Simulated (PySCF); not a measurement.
Polarisability and C₆ of Xe³⁺ (xenon, charge +3)

[Kr] 4d10 5s2 5p3, high-spin 4S determinant. Calculation: PySCF 2.14, in aug-cc-pwCVDZ-PP with ECP28MDF (6s5p4d1f, 48 functions); a scalar-relativistic core potential. Coupled (time-dependent) response in atomic units; α is the mean over directions. A double-zeta set is small for polarisabilities.

```tsv
method	mean α (bohr³)	C₆ (like pair)	S(−4)
UHF	9.798	57.09	19.42
PBE	9.471	54.71	17.12
PBE0	9.497	54.91	17.33
wB97X	9.439	54.57	16.90
B3LYP	9.447	54.49	17.12
```

S(−4) is the Cauchy moment in α(ω) = α(0) + S(−4) ω² + …

α(iu) at wB97X:

```csv
u (hartree),α(iu) (bohr³)
0,9.439
0.0500,9.397
0.100,9.273
0.200,8.812
0.300,8.147
0.500,6.604
0.750,4.900
1.00,3.679
1.50,2.281
2.00,1.589
3.00,0.9569
5.00,0.4988
```

A single London oscillator, α(iu) = α/(1 + u²/ω²), gives C₆ = (3/4) ω α². Matching the computed C₆ needs ω = 4 × 54.57 / (3 × 9.439²) = 0.817 hartree.

For an ion, C₆ is the dispersion term alone; charge-induced terms of lower order in 1/R come first.

Energies and moments cover only the electrons outside the core potential.
